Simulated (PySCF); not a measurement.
## Ar(17+): ionisation energy

Ar(17+) 1s1 (2S) → Ar(18+) (bare nucleus), as a difference of total energies. Computed with PySCF 2.14 in an even-tempered Gaussian basis (15 s from 12 bohr⁻², ratio 2.2; 7 p from 19 bohr⁻², ratio 2.4; 4 d from 56 bohr⁻², ratio 2.4; 3 f from 85 bohr⁻², ratio 2.4; 3 g from 130 bohr⁻², ratio 2.4), with no relativity, point nucleus. The calculations carry no spin-orbit coupling.

| method | ionisation energy (eV) |
| --- | --- |
| UHF | 4408.2 |
| LDA | 4388.1 |
| PBE | 4405.2 |
| PBE0 | 4406.0 |
| r2SCAN | 4408.2 |
| B97-3 | 4407.2 |

These non-relativistic numbers lack the scalar-relativistic shift.

For comparison: 4426.2 eV (theoretical estimate listed by NIST; NIST Atomic Spectra Database, ionization energies).
